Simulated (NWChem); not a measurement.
System: SiCl3F; SMILES Cl[Si](Cl)(Cl)F

Program: NWChem. Medium grid unless said otherwise, to which SCAN and Minnesota functionals are sensitive. The geometry was optimised at PBE-D3(BJ)/def2-SVP. Total energies of different functionals are on different scales.

```csv
level,energy (Ha),highest occupied level (eV),orbital gap (eV),dipole (D)
B3LYP/def2-SVP,-1769.5967,-9.16,8.57,0.62
PBE/def2-SVP,-1768.7365,-8.03,6.63,0.54
"LC-wPBE (HJS exchange hole, range parameter 0.4 per bohr)/def2-SVP",-1768.9219,-12.46,14.45,0.49
M06-L/def2-SVP,-1769.5467,-8.58,7.31,0.54
M06-2X/def2-SVP,-1769.4658,-10.93,11.56,0.59
BLYP/def2-SVP,-1769.5131,-7.75,6.56,0.57
"LDA (Slater exchange, PW92)/def2-SVP",-1763.2978,-8.11,6.50,0.60
MN15/def2-SVP,-1768.9551,-10.25,10.73,0.53
r2SCAN0/def2-SVP,-1769.3731,-9.89,9.62,0.60
```
